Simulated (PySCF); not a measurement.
**Iodine: a sound run and one with changed settings**

Sound run: I²⁺ [Kr] 4d10 5s2 5p3, I³⁺ [Kr] 4d10 5s2 5p2. All numbers are calculated (PySCF 2.14, scalar relativity through the core potential, in def2-TZVP with the def2 core potential (28 electrons) (6s5p3d2f, 50 functions)). The sound run starts from symmetry-adapted Hartree-Fock orbitals and uses a fine grid where one is needed.

Changed run: basis STO-3G, all-electron and non-relativistic. This setting is unsound on purpose.

```csv
species,method,sound run (hartree),changed run (hartree),converged
I²⁺,UHF,-295.65756,-6849.78965,yes
I²⁺,LDA,-296.16264,-6845.66173,yes
I²⁺,PBE0,-296.61702,-6851.52960,yes
I³⁺,UHF,-294.55908,-6848.69448,yes
I³⁺,LDA,-295.04122,-6844.53851,yes
I³⁺,PBE0,-295.49877,-6850.40794,yes
```

Ionisation energy of I²⁺:

```tsv
method	sound run (eV)	changed run (eV)
UHF	29.891	29.801
LDA	30.515	30.564
PBE0	30.429	30.522
```

A minimal basis cannot let orbitals breathe on ionisation and holds almost no correlation. The Hamiltonian changed with the basis, so the totals do not compare.

For comparison, NIST gives 29.57 ± 0.025 eV between the lowest levels.
